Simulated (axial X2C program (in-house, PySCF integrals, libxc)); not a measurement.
## Outer orbitals of HgC⁺ at 2.124 Å, HF

Computed with an axial X2C code built on PySCF integrals. Spin-free means the one-electron spin-free X2C Hamiltonian; two-component (2c) means X2C with spin–orbit coupling and atomic mean-field two-electron Coulomb and Gaunt terms, so the difference of the two also holds small scalar two-electron terms. Basis: Hg dyall-cv3z [13s14p9d6f4g], C dyall-v3z [7s6p2d1f] (cores contracted in-house); Gaussian nuclei, density fitting, unrestricted open shells. Masses: Hg 201.971 u, C 12.000 u.

The distance is close to the 2c PBE0 minimum; the highest filled and lowest empty levels are listed.

Spin-free orbitals, state M_S = 1/2, Λ = 1 (beyond evenly filled blocks: π+α) (Löwdin shares):

| symmetry | occupied | ε (eV) | atomic character |
| --- | --- | --- | --- |
| σα | yes | -29.77 | 62% C s, 22% Hg d, 7% Hg p |
| σβ | yes | -27.60 | 44% Hg d, 42% C s, 5% Hg p |
| π+α | yes | -25.22 | 96% Hg d, 4% C p |
| π-α | yes | -24.93 | 98% Hg d |
| π+β | yes | -24.87 | 98% Hg d |
| π-β | yes | -24.87 | 98% Hg d |
| δ+α | yes | -24.71 | 100% Hg d |
| δ-α | yes | -24.70 | 100% Hg d |
| δ+β | yes | -24.67 | 100% Hg d |
| δ-β | yes | -24.67 | 100% Hg d |
| σα | yes | -24.14 | 76% Hg d, 15% C s, 3% Hg s |
| σβ | yes | -23.34 | 54% Hg d, 32% C s, 7% Hg s |
| π+α | yes | -18.59 | 89% C p, 5% Hg d, 3% Hg f |
| σβ | yes | -16.59 | 56% C p, 35% Hg s, 6% C s |
| σα | yes | -16.44 | 46% Hg s, 45% C p, 5% C s |
| σα | no | -6.54 | 33% C p, 32% Hg p, 30% Hg s |
| σβ | no | -6.37 | 39% Hg s, 34% Hg p, 23% C p |
| π-α | no | -6.11 | 72% C p, 24% Hg p, 2% Hg d |
| π+β | no | -5.09 | 56% C p, 42% Hg p |
| π-β | no | -5.09 | 56% C p, 42% Hg p |

Spinors with spin–orbit coupling (state Ω = 1/2):

```tsv
ω	occupied	ε (eV)	atomic character	λ mixture
-1/2	yes	-29.82	61% C s, 24% Hg d, 6% Hg p	99% σ, 1% π
1/2	yes	-27.80	53% Hg d, 35% C s, 4% Hg p	92% σ, 8% π
3/2	yes	-26.01	100% Hg d	77% δ, 23% π
-3/2	yes	-25.99	100% Hg d	76% δ, 24% π
-1/2	yes	-25.81	90% Hg d, 6% C s	75% π, 25% σ
1/2	yes	-25.72	80% Hg d, 13% C s, 2% C p	82% π, 18% σ
-3/2	yes	-24.10	98% Hg d	76% π, 24% δ
3/2	yes	-24.06	99% Hg d	77% π, 23% δ
-5/2	yes	-23.93	100% Hg d	100% δ
5/2	yes	-23.90	100% Hg d	100% δ
-1/2	yes	-23.65	83% Hg d, 10% C s, 2% C p	76% σ, 24% π
1/2	yes	-23.13	60% Hg d, 26% C s, 6% Hg s	90% σ, 10% π
1/2	yes	-18.61	89% C p, 5% Hg d, 3% Hg p	99% π, 1% σ
1/2	yes	-16.62	56% C p, 35% Hg s, 6% C s	100% σ
-1/2	yes	-16.47	46% Hg s, 45% C p, 5% C s	100% σ
-1/2	no	-6.61	34% Hg p, 33% C p, 29% Hg s	97% σ, 3% π
1/2	no	-6.41	38% Hg s, 35% Hg p, 23% C p	99% σ, 1% π
-3/2	no	-6.04	74% C p, 22% Hg p, 2% Hg d	100% π
-1/2	no	-5.19	53% C p, 44% Hg p	97% π, 3% σ
```

(1) How does the gap between the highest filled and lowest empty level change from the spin-free to the 2c table?

Mulliken charges and populations of the two-component result (they depend on the basis, above all on diffuse functions):

Hg 0.73 e (s 11.25 p 24.10 d 29.91 f 14.01), C 0.27 e (s 3.91 p 1.80 d 0.03). ⟨Lz⟩ = 1.00 ħ and ⟨Sz⟩ = -0.50 ħ (-0.06 and -0.44 on the two atoms), which add up to Ω.

One determinant describes the state; a PBE0 search over occupations chose it and may have missed a lower one.

Answers

(1) From 9.90 to 9.86 eV at HF, a change of -0.04 eV.
